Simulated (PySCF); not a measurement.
Computed with PBE0-D3(BJ)/def2-TZVP // PBE0-D3(BJ)/def2-SVP run with PySCF 2.14.0. Gas-phase values, no solvent. 

Reference species (SMILES): `Clc1c([SiH3])c2sccc2cc1` (neutral, multiplicity 1).

```yaml
LUMO: -1.30 eV
S1 oscillator strength: 0.030
HOMO–LUMO gap: 5.22 eV
```

Changed species: `[SiH3]c1c(Cl)ccc2sccc12`.

Question: Predict the effect on the LUMO, S1 oscillator strength and HOMO–LUMO gap.

Answer: the LUMO drops by 0.06 eV, to -1.36 eV; the S1 oscillator strength rises by 0.013, to 0.043; the HOMO–LUMO gap rises by 0.03 eV, to 5.25 eV.
